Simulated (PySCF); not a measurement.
Species: CH7F2PSi2.
Geometry (PBE0-D3(BJ)/def2-SVP, Å), atoms numbered from 1 in this order:
```
atom  x, y, z in Å
F1    -0.7547    1.8216   -0.0286
C2    -1.7064    0.9128    0.3337
F3    -2.8438    1.2061   -0.3446
Si4   -1.1003   -0.8523   -0.1324
P5     0.8110   -1.1844    1.0165
Si6    2.1154    0.2817   -0.1306
H7    -1.9055    1.0547    1.4125
H8    -2.1387   -1.8288    0.3090
H9    -0.9553   -0.8906   -1.6173
H10    1.1955   -2.3197    0.2375
H11    2.1090    1.5803    0.5982
H12    1.6839    0.4886   -1.5455
H13    3.4967   -0.2871   -0.1144
```

Theory: PySCF 2.14.0, PBE0-D3(BJ)/def2-SVP geometry optimisation, gas phase.

Take the most abundant isotopes and a rigid rotor. The values belong to one conformer with, in the numbering `[F:1][CH:2]([F:3])[SiH2:4][PH:5][SiH3:6]`, F1–C2–Si4–P5 60°, C2–Si4–P5–Si6 -70°.

Problem. What are A, B and C (GHz)?

Solution. Ia = 182.54, Ib = 469.85, Ic = 592.31 u·Å²; 505379 MHz·u·Å²/I gives 2769, 1076 and 853.2 MHz, that is A = 2.7685, B = 1.0756, C = 0.8532 GHz.

Problem. What kind of rotor is it?

Solution. An asymmetric top; Ray's κ = -0.768.

Problem. What does the inertial defect say?

Solution. Not planar: Δ = Ic − Ia − Ib = -60.08 u·Å². For a rigid frame Δ = −2 Σ m c², so Σ m c² = 30.04 u·Å² lies off the ab plane: 9.73 from hydrogen and 20.31 from heavier atoms. The atom farthest from that plane is 1.92 Å away.

Problem. Give the other two planar moments, Paa and Pbb, and the rms extents of the mass along the axes.

Solution. Paa = Σ m a² = (Ib + Ic − Ia)/2 = 439.80 and Pbb = Σ m b² = (Ia + Ic − Ib)/2 = 152.50 u·Å². With the mass M = 143.98 u, the rms extents √(P/M) along a, b and c are 1.75, 1.03, 0.46 Å.

Problem. Which types of transition are allowed, and where do some lines up to J = 3 fall?

Solution. The dipole components are |μa| = 0.77 D, |μb| = 1.03 D, |μc| = 0.12 D. The squared components, which scale the intensities, stand as 0.56 : 1.00 : 0.01 (a : b : c). Some lines, for components of 0.1 D or more:

```csv
type,branch,"J(Ka,Kc)",MHz,lower level (cm⁻¹)
c,Q,"3(1,3) ← 3(0,3)",1226,0.383
c,Q,"2(1,2) ← 2(0,2)",1491,0.192
c,Q,"1(1,1) ← 1(0,1)",1693,0.064
b,Q,"2(1,1) ← 2(0,2)",2158,0.192
c,R,"1(1,0) ← 0(0,0)",3844,0.000
b,R,"3(0,3) ← 2(1,2)",4215,0.242
b,Q,"3(2,1) ← 3(1,2)",4860,0.468
c,R,"3(1,2) ← 2(0,2)",8265,0.192
b,Q,"3(3,1) ← 3(2,2)",9033,0.627
b,R,"3(3,0) ← 2(2,1)",14821,0.434
```

Problem. Estimate the classical rotational partition function at 10 K, 25 K and 298.15 K.

Solution. Point group C1, symmetry number σ = 1; q = (√π/σ)·√((kT/h)³/(ABC)), k/h = 20836.6 MHz/K: 3340 at 10 K, 13200 at 25 K, 544000 at 298.15 K.

No frequency check. Zero-point vibration and centrifugal distortion are left out. A rigid rotor knows nothing of internal rotation, which can split or shift real lines.
